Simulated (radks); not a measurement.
Values are calculated unless marked as measured or tabulated.
Q: All-electron atom: Sc2+ in [Ar] 3d1. Code: a radial shooting solver on a logarithmic mesh with Libxc functionals. Model: scalar-relativistic Kohn-Sham, PBE, spin-polarised, spherical densities, finite nucleus; open shells are filled with parallel spins first; Fermi nuclear charge, rms radius 3.5459 fm. Some entries of the table are withheld. Estimate them.

orbital,occ.,eigenvalue (eV),<r> (bohr),<1/r> (bohr^-1)
1s down,1,-4412.948,0.07304,20.77
1s up,1,-4412.938,0.07304,20.77
2s up,1,-489.8670,0.3435,4.296
2s down,1,-489.6256,0.3434,4.298
2p up,3,-403.7950,0.3077,4.199
2p down,3,-403.6086,0.3075,4.201
3s up,1,-70.8091,1.074,1.305
3s down,1,-69.9013,1.073,1.306
3p up,3,-49.3623,1.163,1.176
3p down,3,-48.4489,1.163,1.176
3d up,1,-18.3049,1.567,0.8414
3d down,0,-17.4052,1.569,0.8407
4s up,0,-16.1506,(1),0.4288
4p up,0,-11.9971,3.596,0.3640

A: 
(1) 4s up <r> (bohr): 3.068
